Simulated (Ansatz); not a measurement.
Program: Ansatz. Geometries: PBE0-D4/def2-TZVP. ΔE: electronic, gas phase. CCSD(T)/CBS adds triple-zeta CCSD(T) − MP2 to the extrapolated MP2 energy (def2 sets, frozen cores). Functionals use def2-TZVPP. B3LYP here is the variant with VWN-RPA as its local correlation; programs differ in this. For Ge outer-core shells are correlated without core-valence functions, which leaves a few kJ/mol of doubt a bond. Scalar relativity is left out up to krypton. One conformer a species, not always the lowest.

`C[O][Ge]([OH])([Cl])[Cl]` + `N=CBN` → `C[O][GeH]([OH])[Cl]` + `N=C(Cl)BN`  (redistribution)

`C[O][Ge]([OH])([Cl])[Cl]`:

Cartesian coordinates in Å:
```
C -1.270 -0.984 0.365
O -0.221 -0.113 0.753
Ge 0.829 0.621 -0.436
O 1.963 1.607 0.449
Cl -0.285 1.808 -1.805
Cl 1.857 -0.858 -1.564
H -1.769 -1.312 1.278
H -1.999 -0.474 -0.271
H -0.887 -1.863 -0.162
H 1.782 1.568 1.394
```

`N=CBN`:

Cartesian coordinates in Å:
```
N -1.127 1.713 -0.349
C -0.714 0.509 -0.371
B 0.573 0.087 0.428
N 0.991 -1.235 0.376
H -1.971 1.827 -0.915
H -1.254 -0.261 -0.952
H 1.189 0.882 1.072
H 1.803 -1.575 0.861
H 0.510 -1.947 -0.150
```

`C[O][GeH]([OH])[Cl]`:

Z-matrix (Å, degrees):
```
C
O 1 1.413
H 1 1.095 2 111.8
H 1 1.097 2 111.9 3 -122.2
H 1 1.091 2 107.5 3 119.1
Ge 2 1.758 1 121.0 3 58.0
Cl 6 2.153 2 107.2 1 -52.2
O 6 1.750 2 106.3 1 -170.6
H 6 1.526 2 114.8 1 69.1
H 8 0.961 6 112.6 2 47.6
```

`N=C(Cl)BN`:

Cartesian coordinates in Å:
```
N 1.255 1.685 0.020
C 0.600 0.670 -0.301
Cl 0.664 0.014 -1.979
B -0.328 -0.126 0.703
N -1.016 -1.238 0.273
H 1.805 2.084 -0.739
H -0.410 0.264 1.826
H -0.953 -1.576 -0.675
H -1.617 -1.777 0.872
```

```tsv
level	ΔE (kcal/mol)
r2SCAN-D4	16.5
B3LYP-D4	17.8
ωB97X-V	19.1
PBE0	17.5
HF/def2-TZVPP	24.0
HF/def2-QZVPP	24.0
MP2/def2-QZVPP	19.4
MP2/CBS(def2)	19.1
```

Task: What does CCSD(T)/CBS give? (Best estimate.)

Result: Ansatz gave: +19.2 kcal/mol. The listed levels differ from it by -2.7, -1.4, -0.1, -1.7, 4.8, 4.8, 0.2, -0.1 kcal/mol.

Largest T1 diagnostic among the species: 0.014.

In def2-TZVPP, CCSD(T) changes the Hartree–Fock value by −4.2 kcal/mol (the triples alone add −1.1 kcal/mol) and MP2 by −4.3 kcal/mol. From PBE to PBE0 (25 % exact exchange), in def2-TZVPP and without D4, ΔE moves by +2.7 kcal/mol.
